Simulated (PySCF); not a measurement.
## `[H][Ga]([H])[OH]`, GaH₃O

Cartesian coordinates in Å; atom numbers follow the order of the lines, from 1:
```xyz
5

Ga    0.294    0.491   -0.111
H     1.827    0.378   -0.207
H    -0.532    1.782   -0.281
O    -0.535   -0.937    0.210
H    -1.053   -1.713    0.388
```

Level of theory: PySCF, GIAO PBE0/def2-SVP magnetisability, rotational g tensor and spin-rotation constants, non-relativistic, gas phase. Geometry: GFN2-xTB.

The calculation is non-relativistic, which matters for the atoms heavier than Zn.

How diamagnetic is it, and how anisotropic?

Isotropic -535 × 10⁻³⁰ J/T², or -32.2 × 10⁻⁶ cm³/mol; principal values -574, -564, -466 × 10⁻³⁰ J/T², anisotropy 104 × 10⁻³⁰ J/T² (root of half the summed squared differences of the principal values). The susceptibility is in cgs units.

Split it along the inertial axes a, b, c into diamagnetic and paramagnetic parts about the centre of mass, with the quadrupole moment.


```
axis  χ (10⁻⁶ cm³/mol)  diamagnetic (10⁻⁶ cm³/mol)  paramagnetic (10⁻⁶ cm³/mol)  summed x² of all electrons (Å²)  quadrupole Θ (D Å)
   a             -28.1                       -57.5                         29.5                             29.6               +3.66
   b             -34.6                      -144.1                        109.6                              9.2               -5.37
   c             -34.0                      -164.3                        130.3                              4.4               +1.71
```
Anisotropies 2χaa − χbb − χcc = +12.4 and 2χbb − χaa − χcc = -7.1 × 10⁻⁶ cm³/mol. Θ is traceless in Buckingham's convention.

And the rotational g tensor?


```csv
axis,rotational constant (GHz),g,nuclear part,electronic part
a,132.9430,-0.8406,0.9994,-1.8400
b,11.4285,-0.0087,0.5795,-0.5882
c,10.5238,-0.0316,0.6128,-0.6444
```
Asymmetric top; isotopes 69Ga, 1H, 16O; no vibrational averaging.
